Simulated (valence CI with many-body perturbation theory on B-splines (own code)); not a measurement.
**Rh XII: electric-dipole lines**

Computed by valence CI with perturbative core correlation (CI+MBPT): six valence electrons over a frozen Dirac-Fock core [Ar] 3d10, radial functions for each j: 9 s, 9 p, 8 d, 6 f, 3 g, 1 h, with the one-electron correlation potential Σ1, the two-electron term Σ2, the three-electron term Σ3, Breit, model QED; selected CI, second order for the rest, scaled by the run's own slope (own B-spline code, finite nucleus).

No measured levels were compared; by estimate levels hold to about 250 cm⁻¹ or 0.2 % of their energy and the worst to 1 %, as in measured heavy ions of charge 2 to 7; those with d or f electrons hold less well. Among the levels kept, up to 1500 cm⁻¹ of a level comes from second order outside the variational space, and about a tenth of that is noise between levels of different J, which matters for small intervals.

Lines 51 to 85 of 85 in falling wavelength, among levels below 550140 cm⁻¹, chosen from the strongest by gf and those to the six lowest levels. Wavelengths and rates use the calculated energies, so an error of 800 cm⁻¹ moves a line at 220.8 Å by 0.18 % and its rate by three times that or more. Electric multipoles are in the length gauge, E1 and E2 with the static RPA response of the core. Weak lines are less certain than strong ones. Lines between different terms over intervals too small for the method are left out, as are lines whose strength nearly cancels. The highest levels of a list are the least certain.

Names give the largest LS component (configuration and term), which can be under half, so a name can repeat, a term be missing and a line seem to break the LS rules; names also repeat where a configuration has a term twice. Letters in brackets count levels of one name in rising energy.

| λ vac (Å) | Upper | Lower | A (s⁻¹) | S (a.u.) with core polarisation | S without |
| --- | --- | --- | --- | --- | --- |
| 220.8 | 4s²4p³4d ¹D°_2 | 4s²4p⁴ ³P_1 | 6.99e+08 | 1.86e-02 | 2.00e-02 |
| 220.2 | 4s²4p³4d ³F°_3 [a] | 4s²4p⁴ ³P_2 | 4.70e+08 | 1.73e-02 | 1.85e-02 |
| 219.4 | 4s²4p³4d ³F°_3 [b] | 4s²4p⁴ ¹D_2 | 2.82e+09 | 1.03e-01 | 1.10e-01 |
| 219.1 | 4s²4p³4d ³F°_2 [b] | 4s²4p⁴ ¹D_2 | 1.81e+09 | 4.70e-02 | 5.02e-02 |
| 218.4 | 4s²4p³4d ³D°_1 [b] | 4s²4p⁴ ³P_0 | 8.08e+09 | 1.25e-01 | 1.34e-01 |
| 217.5 | 4s²4p³4d ³P°_1 [a] | 4s²4p⁴ ³P_1 | 2.95e+09 | 4.48e-02 | 4.80e-02 |
| 217.2 | 4s²4p³4d ³P°_0 | 4s²4p⁴ ³P_1 | 4.39e+09 | 2.22e-02 | 2.38e-02 |
| 216.9 | 4s²4p³4d ³G°_3 | 4s²4p⁴ ³P_2 | 2.76e+09 | 9.72e-02 | 1.04e-01 |
| 215.5 | 4s²4p³4d ³D°_3 [b] | 4s²4p⁴ ¹D_2 | 2.25e+09 | 7.77e-02 | 8.30e-02 |
| 213.6 | 4s²4p³4d ³D°_2 [b] | 4s²4p⁴ ³P_1 | 1.27e+09 | 3.06e-02 | 3.28e-02 |
| 212.4 | 4s²4p³4d ³P°_2 [a] | 4s²4p⁴ ¹D_2 | 8.70e+09 | 2.06e-01 | 2.22e-01 |
| 211.7 | 4s²4p³4d ³P°_1 [a] | 4s²4p⁴ ³P_0 | 1.07e+08 | 1.50e-03 | 1.55e-03 |
| 211.1 | 4s²4p³4d ³F°_2 [b] | 4s²4p⁴ ³P_1 | 9.43e+09 | 2.19e-01 | 2.35e-01 |
| 209.8 | 4s²4p³4d ³P°_1 [b] | 4s²4p⁴ ¹D_2 | 2.41e+10 | 3.29e-01 | 3.58e-01 |
| 208.1 | 4s²4p³4d ³D°_1 [b] | 4s²4p⁴ ³P_2 | 9.73e+08 | 1.30e-02 | 1.41e-02 |
| 206.8 | 4s²4p³4d ³P°_2 [b] | 4s²4p⁴ ¹D_2 | 2.85e+09 | 6.21e-02 | 6.69e-02 |
| 206.5 | 4s²4p³4d ³S°_1 | 4s²4p⁴ ¹D_2 | 7.40e+10 | 9.65e-01 | 1.04e+00 |
| 204.9 | 4s²4p³4d ¹D°_2 | 4s²4p⁴ ³P_2 | 3.20e+09 | 6.79e-02 | 7.34e-02 |
| 204.9 | 4s²4p³4d ³P°_2 [a] | 4s²4p⁴ ³P_1 | 7.02e+09 | 1.49e-01 | 1.61e-01 |
| 203.0 | 4s²4p³4d ³D°_3 [c] | 4s²4p⁴ ¹D_2 | 3.00e+06 | 8.68e-05 | 9.02e-05 |
| 202.4 | 4s²4p³4d ³P°_1 [b] | 4s²4p⁴ ³P_1 | 1.14e+10 | 1.40e-01 | 1.50e-01 |
| 202.0 | 4s²4p³4d ³P°_1 [a] | 4s²4p⁴ ³P_2 | 1.55e+10 | 1.89e-01 | 2.05e-01 |
| 199.7 | 4s²4p³4d ³P°_2 [b] | 4s²4p⁴ ³P_1 | 4.56e+09 | 8.97e-02 | 9.71e-02 |
| 199.4 | 4s²4p³4d ³S°_1 | 4s²4p⁴ ³P_1 | 1.68e+10 | 1.97e-01 | 2.12e-01 |
| 198.7 | 4s²4p³4d ³D°_2 [b] | 4s²4p⁴ ³P_2 | 7.35e+08 | 1.42e-02 | 1.53e-02 |
| 197.5 | 4s²4p³4d ³P°_1 [b] | 4s²4p⁴ ³P_0 | 1.67e+10 | 1.90e-01 | 2.06e-01 |
| 196.8 | 4s²4p³4d ³F°_3 [b] | 4s²4p⁴ ³P_2 | 3.14e+09 | 8.27e-02 | 8.87e-02 |
| 196.5 | 4s²4p³4d ³F°_2 [b] | 4s²4p⁴ ³P_2 | 8.86e+09 | 1.66e-01 | 1.79e-01 |
| 194.5 | 4s²4p³4d ³S°_1 | 4s²4p⁴ ³P_0 | 1.03e+10 | 1.12e-01 | 1.21e-01 |
| 193.6 | 4s²4p³4d ³D°_3 [b] | 4s²4p⁴ ³P_2 | 5.88e+09 | 1.48e-01 | 1.59e-01 |
| 191.1 | 4s²4p³4d ³P°_2 [a] | 4s²4p⁴ ³P_2 | 8.24e+10 | 1.42e+00 | 1.53e+00 |
| 189.0 | 4s²4p³4d ³P°_1 [b] | 4s²4p⁴ ³P_2 | 1.17e+11 | 1.17e+00 | 1.27e+00 |
| 186.6 | 4s²4p³4d ³P°_2 [b] | 4s²4p⁴ ³P_2 | 9.53e+10 | 1.53e+00 | 1.65e+00 |
| 186.3 | 4s²4p³4d ³S°_1 | 4s²4p⁴ ³P_2 | 5.17e+10 | 4.95e-01 | 5.33e-01 |
| 183.5 | 4s²4p³4d ³D°_3 [c] | 4s²4p⁴ ³P_2 | 1.85e+11 | 3.94e+00 | 4.24e+00 |
